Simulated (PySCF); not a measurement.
**Stationary points of WH5**

Level of theory: PySCF, PBE0, basis W def2-TZVP with ECP60, H def2-TZVP (scalar-relativistic core potentials, no spin–orbit coupling, density fitting).

Relaxations began from a few typed shapes; open shells are unrestricted. The search is not exhaustive: other isomers or separated fragments can lie lower, and high-lying points may rest on an excited occupation.

Problem. Order these stationary points by electronic energy, lowest first, in kJ/mol from the lowest minimum.
A. doublet C2v: W–H 1.670 Å, W–H 1.685 Å (×2), W–H 1.715 Å (×2); H–W–H 61.1° (×2), H–W–H 104.6° (×4), H–W–H 116.9°, H–W–H 121.5° (×2), H–W–H 122.3°
B. doublet C4v: W–H 1.685 Å (×4), W–H 1.733 Å; H–W–H 76.3° (×4), H–W–H 119.1° (×4), H–W–H 121.7° (×2)
C. doublet Cs: W–H 1.671 Å (×2), W–H 1.697 Å (×2), W–H 1.723 Å; H–W–H 60.3°, H–W–H 71.0° (×2), H–W–H 112.5°, H–W–H 114.9° (×2), H–W–H 115.5° (×2)

Solution. C (0.0), A (3.3), B (9.1).

Problem. Which of them are minima?

Solution. By energy in kJ/mol, 0.0: minimum; 3.3: minimum; 9.1: saddle point, 2 imaginary modes.

For the lowest minimum: other spin states or occupations of the open shell can lie lower. No spin–orbit coupling is included, which matters more the heavier the element.
